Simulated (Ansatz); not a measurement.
Total energies of the cluster TePb3Cl4 (the lowest singlet isomer of a short search) from Ansatz at PBE-D4/def2-TZVP, gas phase (1 Eh = 27.2114 eV = 2625.5 kJ/mol). The reference geometry is relaxed at r2SCAN-D4/def2-SVP.

```tsv
atom	x (Å)	y (Å)	z (Å)
Pb1	-2.166	0.043	-0.452
Pb2	0.708	-0.815	1.932
Pb3	1.437	0.948	-1.391
Te4	-0.226	1.883	0.950
Cl5	3.096	-0.145	0.603
Cl6	-0.998	1.078	-2.795
Cl7	-2.037	-1.434	1.939
Cl8	0.186	-1.557	-0.785
```

```json
{"state": "charge 0 singlet", "geometry": "reference", "energy (Eh)": "-2687.28768"}
{"state": "charge 1 doublet", "geometry": "reference", "energy (Eh)": "-2686.98688"}
{"state": "free Pb atom (triplet)", "geometry": "–", "energy (Eh)": "-192.86486"}
{"state": "free Te atom (triplet)", "geometry": "–", "energy (Eh)": "-267.97310"}
{"state": "free Cl atom (doublet)", "geometry": "–", "energy (Eh)": "-459.95840"}
```

In the def2 sets Pb, Te take a core potential; there is no spin–orbit coupling.

Question: Work out the vertical ionisation energy to the doublet.

Answer: E(charge 1 doublet) − E(charge 0 singlet) = -2686.98688 − (-2687.28768) = 0.30080 Eh = 8.19 eV. For comparison, −ε of the highest occupied level is 6.06 eV at this level, 2.13 eV less.

Question: What is the binding energy per atom against free atoms?

Answer: Atoms: 3 × (-192.86486) + 1 × (-267.97310) + 4 × (-459.95840) = -2686.40128 Eh. Binding: -2686.40128 − (-2687.28768) = 0.88640 Eh = 24.12 eV, or 3.02 eV for each of 8 atoms (no zero-point energy, no counterpoise term).

At PBE-D4/def2-TZVP the gap within one spin of the charge 1 doublet nearly closes, so an electron or hole may be smeared out by delocalisation error. 

The structure comes from a short search, and lower isomers may exist.
